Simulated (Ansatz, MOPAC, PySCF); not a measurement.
Complex: CH4 (SMILES C) (first 5 atoms) with C3H8 (SMILES CCC); geometry from B3LYP-D3(BJ)/def2-TZVP, rigid monomers moved along the line of their centres of mass till C1···H12 is 3.64 Å.
(charge 0, multiplicity 1):
```xyz
16

C      0.01762     0.15925     0.17468
H      0.11247     0.26709    -0.90489
H     -0.89602    -0.38640     0.40613
H      0.87464    -0.38908     0.56259
H     -0.02231     1.14428     0.63701
C      0.41519    -1.32453     4.30664
C      0.48452     0.19446     4.43844
C     -0.89339     0.85071     4.42708
H      1.40998    -1.77426     4.31338
H     -0.15485    -1.76363     5.12927
H     -0.07559    -1.61410     3.37457
H      1.08842     0.60294     3.62333
H      1.00539     0.45650     5.36423
H     -0.82223     1.93619     4.51982
H     -1.42418     0.62931     3.49828
H     -1.50842     0.48507     5.25323
```

Monomers are frozen at their geometry in the pair; levels with a basis set take the counterpoise correction. Rows marked so take none.

Cores are frozen in the correlated methods. Rows in 3-21G, 6-31G* carry no dispersion term and start afresh at each structure (6-31G* with six Cartesian d functions). MP2/6-31G* freezes PySCF's default core. The state that AM1, PM7 reach isn't checked; PM7 holds dispersion and hydrogen-bond terms.

Run with Ansatz (an electronic-structure program); MOPAC for AM1, PM7 (differences of heats of formation); PySCF for 3-21G rows, 6-31G* rows, the dispersion terms. Each number belongs to the level named beside it.

Other levels give for the interaction energy: PBE/def2-TZVPPD -0.30; B3LYP/def2-TZVPPD 0.23; B3LYP-D3(BJ)/def2-TZVPPD -0.75; wB97M-V/def2-TZVPPD -0.72; CCSD(T)/aug-cc-pVDZ -0.70 kcal/mol.

What do these common cheap choices give for the same quantity: AM1, PM7, HF/6-31G*, HF/6-31G* (no counterpoise), B3LYP/3-21G (no counterpoise), M06-2X/6-31G* (no counterpoise), MP2/6-31G*, MP2/6-31G* (no counterpoise)?

AM1 0.11; PM7 -0.84; HF/6-31G* 0.15; HF/6-31G* (no counterpoise) 0.02; B3LYP/3-21G (no counterpoise) -0.16; M06-2X/6-31G* (no counterpoise) -0.79; MP2/6-31G* -0.24; MP2/6-31G* (no counterpoise) -0.50 kcal/mol. They span -0.84 to 0.15 kcal/mol.
